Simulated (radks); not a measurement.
Results of a calculation; reference values are marked as such.
Q: The caesium ion Cs4+, [Kr] 4d10 5s2 5p3. Code: a radial shooting solver on a logarithmic mesh with Libxc functionals. Model: non-relativistic Kohn-Sham, exchange-only LDA, spin-polarised, spherical densities, point nucleus. Every spin shell is full or empty, so the densities are truly spherical. Functionals are evaluated on that one density, not self-consistently. Rank these orbital-free kinetic functionals by their error against the exact value of the orbitals, and give that value: Thomas-Fermi, von Weizsacker, TF + vW, TF + vW/9, TF + vW/5, LC94, APBEK, Perdew 92, Thakkar, Pearson, LKT, PG1, DePristo-Kress, Ernzerhof.

A: Exact: 7541.62 hartree. From best to worst, with 100 (|E| - |E exact|)/|E exact| (equal figures are ties): LC94 +0.04, APBEK +0.09, DePristo-Kress -0.13, Ernzerhof -0.44, Thakkar -0.63, Perdew 92 -0.69, TF + vW/9 -0.70, Pearson -0.92, TF + vW/5 +2.88, Thomas-Fermi -5.17, PG1 +14.49, LKT +18.48, TF + vW +35.11, von Weizsacker -59.71.
